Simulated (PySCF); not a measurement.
Electronic absorption of CH3Br

Species: CH3Br.
InChI=1S/CH3Br/c1-2/h1H3

Method used: TDDFT CAM-B3LYP/def2-SVPD, vertical, gas phase, core orbitals frozen in the response in PySCF. Isolated species at its PBE0-D3(BJ)/def2-SVP geometry, gas phase. Relativistic effects, spin–orbit coupling among them, are left out although an element past zinc is present.

**Question.** Predict the UV-vis stick spectrum at this level.

**Answer.** 

```tsv
state	E (eV)	E (hartree)	f	symmetry	main configurations (H = HOMO, L = LUMO)
S1	6.19	0.2277	0.0016	–	H-1/H→L (≥86%)
S2	6.19	0.2277	0.0016	–	H-1/H→L (≥86%)
S3	7.54	0.2770	0.055	E	H-1/H→L+1 (≥94%)
S4	7.54	0.2770	0.055	E	H-1/H→L+1 (≥94%)
S5	8.56	0.3147	0.0013	–	H-1/H→L+2 (≥50%), H-1/H→L+3 (≥26%)
S6	8.56	0.3147	0.0013	–	H-1/H→L+2 (≥50%), H-1/H→L+3 (≥26%)
S7	8.61	0.3165	0.0000	–	H-1/H→L+3 (≥50%), H-1/H→L+2 (≥37%)
S8	8.77	0.3222	0.139	A1	H-1/H→L+3 (≥48%), H-1/H→L+2 (≥36%)
S9	8.92	0.3277	0.021	E	H-1/H→L+4 (≥79%), H-1/H→L+5 (≥12%)
S10	8.92	0.3277	0.021	E	H-1/H→L+4 (≥79%), H-1/H→L+5 (≥12%)
```

Triplets, Tamm–Dancoff:

```csv
state,E (eV),λ (nm),"main configurations (H = HOMO, L = LUMO)"
T1,5.55,223.4,H-1/H→L (≥83%)
T2,5.55,223.4,H-1/H→L (≥83%)
T3,7.33,169.2,H-1/H→L+1 (≥92%)
T4,7.33,169.2,H-1/H→L+1 (≥92%)
```

The lowest singlet level (S1/S2) comes at 200 nm (598 kJ/mol) in the ultraviolet; it is very weak. The most intense listed level is S8 at 8.77 eV (141 nm, f = 0.139), 2.57 eV above S1. S1/S2, S3/S4, S5/S6 and S9/S10 lie within about 0.01 eV of each other in each set; the point group C3v has degenerate representations, and within a degenerate level the listed configurations can mix freely. Löwdin shares by element: HOMO (one of a set within 0.03 eV) bromine 84%, carbon 11%; LUMO bromine 61%, carbon 22%, hydrogen 12% or more. Orbital energies (eV): HOMO-3 -14.03, HOMO-2 -12.39, HOMO-1 -9.34, HOMO -9.34, LUMO 0.67, LUMO+1 1.49, LUMO+2 2.23. Of the 10 states listed, 5 reach f = 0.01 and 1 stays under 0.0005. The oscillator strengths of these states sum to 0.296; summed over the whole spectrum of an exact calculation they would give the number of electrons, 44 (Thomas–Reiche–Kuhn). All these states lie below the vertical ionisation energy of 10.72 eV (ΔSCF). Symmetry labels in C3v follow from the direction of the transition dipole and are given only for states with f of 0.002 or more. Orbitals of the list HOMO-3 to LUMO+2 that lie within 0.01 eV of each other are written together with a slash and their weights summed (≥ marks a lower bound); for degenerate orbitals outside that list single weights are arbitrary. The window holds the lowest 10 singlets.

Hardware: one thread of an AMD EPYC 9R45, no GPU, on a shared host. Cost: 3.0 s, 0.40 GiB resident at most.
